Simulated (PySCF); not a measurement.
Start geometry of `S[SiH2]C(Cl)(Cl)Cl` from GFN2-xTB (Å):
```
atom  x, y, z in Å
S1     2.3068   -0.1777   -0.4059
Si2    0.5811    0.1977    0.8184
C3    -1.0203    0.0101   -0.2896
Cl4   -2.3992    0.2230    0.7404
Cl5   -1.0784   -1.6079   -1.0384
Cl6   -1.0424    1.2408   -1.5709
H7     1.6540   -0.6850   -1.4404
H8     0.4641   -0.8033    1.8530
H9     0.5922    1.5851    1.2997
```

What comes out of this run: PBE0-D3(BJ)/def2-SVP geometry optimisation, gas phase in PySCF?

```
atom  x, y, z in Å
S1     1.683   -0.080   -0.445
Si2   -0.010    0.163    0.822
C3    -1.601    0.483   -0.210
Cl4   -2.950    0.669    0.941
Cl5   -1.896   -0.934   -1.256
Cl6   -1.433    1.943   -1.196
H7     1.198   -1.199   -1.028
H8    -0.304   -1.046    1.637
H9     0.240    1.368    1.654
```

The energy falls by 3.8 kcal/mol over 9 energy and gradient evaluations, the largest force component goes from 0.0280 to 2.3e-04 Eh/bohr, and the atoms move by 0.298 Å rms after alignment. The bond that changes most is C3–Cl4 (CCl3 carbon to chlorine of a CCl3 group), which lengthens by 0.048 Å. Bonds longer at the end by more than 0.005 Å: 4 of 8; shorter: 3. Among the angles that change most is S1–Si2–H9, from 110.2° to 107.0°. Among the dihedrals that turn most is H7–S1–Si2–H9, from -129° to 179°. Rotational constants go from 1641, 852.7, 841.0 to 1635, 841.7, 837.6 MHz. The orientation of the end geometry is arbitrary; only internal coordinates are fixed.

The run used 119 basis functions and 61 SCF cycles in all.

Not checked by PBE0-D3(BJ)/def2-SVP frequencies. The numbers are those of one conformer.
